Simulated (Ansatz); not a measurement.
Relaxation of C2H8Ga (11 atoms, charge 0, multiplicity 2), to a largest force component of 0.03 eV/Å in at most 50 steps.

The calculation used UKS LDA/def2-SVP in Ansatz 0.2.0.

```xyz
11
Properties=species:S:1:pos:R:3
Ga 0.001 0.008 -0.067
H -0.006 -0.005 1.511
C 1.703 0.016 -1.013
H 2.035 -1.034 -1.171
H 1.617 0.495 -2.012
H 2.490 0.529 -0.424
C -1.694 0.001 -1.024
H -2.263 -0.920 -0.774
H -2.314 0.863 -0.696
H -1.563 0.052 -2.126
H -0.005 -0.005 3.364
```

Q: Where does it end, and by what steps?

A: The forces met the threshold. The force dipped under the threshold on the way, but the program's further checks kept it going. After 30 steps the energy has fallen by 1.004 eV; H11 moved furthest, 1.74 Å. Joined: H2–H11 (1.85 → 0.81 Å).

```tsv
step	energy less start (eV)	largest force component (eV/Å)	accepted
0	0.0000	0.492	yes
2	-0.1011	0.426	yes
4	-0.4575	1.320	yes
6	-0.5901	0.944	yes
8	-0.7531	0.424	yes
10	-0.8495	0.131	yes
12	-0.8730	0.158	yes
14	-0.8688	0.882	no
16	-0.9027	0.267	yes
18	-0.9341	0.248	yes
20	-0.9682	0.299	yes
22	-0.9885	0.182	yes
24	-0.9973	0.193	yes
26	-1.0029	0.110	yes
28	-1.0039	0.011	yes
30	-1.0042	0.014	yes
```

```xyz
11
Properties=species:S:1:pos:R:3
Ga 0.010 0.807 -0.386
H 0.001 0.575 1.648
C 1.730 -0.052 -0.827
H 1.624 -1.157 -0.882
H 2.055 0.318 -1.823
H 2.522 0.209 -0.097
C -1.728 -0.004 -0.843
H -1.665 -1.114 -0.842
H -2.534 0.323 -0.154
H -2.003 0.329 -1.868
H -0.013 -0.233 1.644
```

Whether the end is a true minimum wasn't checked by a vibrational analysis.

The run took 29 s on 4 threads of Intel(R) Xeon(R) Platinum 8259CL CPU @ 2.50GHz (Skylake/Cascade Lake) (shared host), peak memory 0.18 GiB.
